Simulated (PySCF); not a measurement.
# How methods differ on the ionisation energy of Pb²⁺

Pb²⁺ [Xe] 4f14 5d10 6s2 (1S) → Pb³⁺ [Xe] 4f14 5d10 6s1 (2S), as a difference of total energies. All numbers are calculated (PySCF 2.14, the spin-free X2C one-electron Hamiltonian (Gaussian nucleus), in aug-cc-pwCVTZ-DK3 (11s10p8d5f1g, 125 functions)). The calculations carry no spin-orbit coupling.

| method | ionisation energy (eV) |
| --- | --- |
| UHF | 29.771 |
| M06-L | 31.360 |
| MN15 | 31.940 |

For comparison: 31.937 eV (measured; NIST Atomic Spectra Database, ionization energies).
